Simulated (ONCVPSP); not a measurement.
# u(r) = r·R(r): atom against pseudo-atom (B)

Columns: radius, all-electron u(r) and pseudo u(r) of the 2s shell (level -19.51 eV) of boron in the configuration [He] 2s2; PBE, scalar-relativistic, ONCV scheme, ONCVPSP 4.0.1.

```csv
r (bohr),all-electron,pseudo
0.062,-0.2246,0.0257
0.125,-0.3214,0.0522
0.188,-0.3334,0.0798
0.250,-0.2931,0.1092
0.312,-0.2217,0.1416
0.375,-0.1313,0.1784
0.438,-0.0327,0.2189
0.500,0.0661,0.2619
0.562,0.1625,0.3071
0.625,0.2552,0.3549
0.688,0.3409,0.4041
0.750,0.4174,0.4537
0.812,0.4860,0.5041
0.875,0.5478,0.5549
0.938,0.6018,0.6035
1.000,0.6472,0.6471
1.062,0.6852,0.6849
1.125,0.7166,0.7165
1.188,0.7412,0.7412
1.250,0.7593,0.7593
1.312,0.7718,0.7718
1.375,0.7792,0.7792
1.438,0.7819,0.7819
1.500,0.7805,0.7805
1.562,0.7755,0.7754
1.625,0.7671,0.7671
```

Q: How many radial nodes do the two functions have?

A: The all-electron 2s function has n − l − 1 = 1; the pseudo-wave has 0, since the states of the same l below it are removed with the core.

Q: At about which radius was the pseudo-wave matched?

A: 1.25 bohr. The columns agree to 0.0005 from 1.00 bohr on; several derivatives are matched, so the curves merge somewhat inside the radius.

Q: Where does each function peak?

A: Outermost all-electron maximum near 1.44 bohr, pseudo maximum near 1.44 bohr (to the table’s step).

Q: Is the pseudo-wave norm-conserving?

A: Yes: the ONCV scheme keeps the norm inside the radius equal to the all-electron one, which fixes the energy derivative of the logarithmic derivative at the level.
